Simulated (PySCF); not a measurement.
**Calculated NMR data**

PySCF 2.14 calculation with NMR shieldings at PBE0/pcSseg-1/GIAO and structure optimised with GFN2-xTB; a single conformation, rapidly exchanging positions averaged, relativity neglected, no solvent model.

Shifts are taken against calculated references (same method and geometry level): ¹H (σref 31.72) and ¹³C (σref 186.93) vs TMS. Splittings of carbon signals by F and P are missing where no couplings were computed. Where no couplings were computed, multiplicities follow the n + 1 count of equivalent neighbours, and m marks all less simple cases (inequivalent or close neighbours, rings, F or P nearby). Shifts are as computed. Against solution values, carbons near 30 ppm lie about +3 ppm off and those near 130 ppm about +5 ppm. Of 1211 compounds with measured shifts, 218 miss one by over three times the rms of a fit or turn the order of signals round; such compounds aren't used in these exercises. OH and NH positions are gas-phase values without hydrogen bonding to other molecules.

**1.** SMILES O1[C@@H](C=C)CCC(F)=C1, C$_{7}$H$_{9}$FO. ¹H NMR (600 MHz, computed): δ 6.87 (m, 1H), 6.63 (m, 1H), 5.47 (m, 1H), 5.42 (m, 1H), 4.63 (m, 1H), 2.58 (m, 1H), 2.24 (m, 1H), 2.05 (m, 1H), 1.64 (m, 1H). ¹³C{¹H} NMR (computed): δ 155.5, 147.2, 136.0, 120.9, 78.0, 32.0, 23.3.

**2.** `C/C(=N\N[SiH3])C1CC1`, C$_{5}$H$_{12}$N$_{2}$Si. ¹H NMR (600 MHz, computed): δ 4.78 (s, 3H), 4.17 (br s, 1H), 1.90 (s, 3H), 1.06 (m, 1H), 0.85 (m, 2H), 0.71 (m, 2H). ¹³C{¹H} NMR (computed): δ 147.2 (C), 20.2 (CH), 16.5 (CH3), 14.2 (CH2).
